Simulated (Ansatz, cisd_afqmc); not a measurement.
System: MgF2, charge 0, singlet. MgF2 (SMILES [F][Mg][F]).
B3LYP-D3(BJ)/def2-TZVP minimum from Ansatz (a program for electronic structure):
```
Mg
F 1 1.7511
F 1 1.7511 2 180.00
```
Charge 0, spin multiplicity 1.

Atomisation energy term by term, kcal/mol (programs: Ansatz, cisd_afqmc). UHF or UKS for unpaired electrons; spin-orbit terms are left out. Correlated methods leave the cores frozen. No relativity. AFQMC is phaseless with a CISD trial state; ± is one standard error, without the phaseless bias. Outlying blocks are dropped, and bars are widened where a walk drifts. Over all cases where full CI ran beside it in this data, AFQMC minus full CI had a median of +0.1 mEh and passed +0.4 mEh in a tenth of the cases. CBS(X,Y): correlation extrapolated as X^-3, Hartree-Fock from the larger set. A bracket is a step between two methods taken in the basis named. For partners of very few electrons the exact lower level stands in for a higher one.

```json
[
 {"term": "Hartree-Fock", "basis": "def2-QZVPP", "kcal/mol": "176.74"},
 {"term": "CCSD correlation", "basis": "CBS(def2-TZVPP,def2-QZVPP)", "kcal/mol": "66.94"},
 {"term": "(T)", "basis": "CBS(def2-TZVPP,def2-QZVPP)", "kcal/mol": "6.26"},
 {"term": "CCSDT(Q) - CCSD(T)", "basis": "def2-TZVPP", "kcal/mol": "0.11"},
 {"term": "CCSDTQ - CCSDT(Q)", "basis": "def2-SVP", "kcal/mol": "-0.07"},
 {"term": "sum: De", "basis": "", "kcal/mol": "250.0"}
]
```

The step beyond CCSD(T) by other levels: CCSDTQ in def2-SVP 0.54; AFQMC/CISD in def2-SVP 0.64 ± 0.18; CCSDT(Q) in def2-SVP 0.61 kcal/mol.
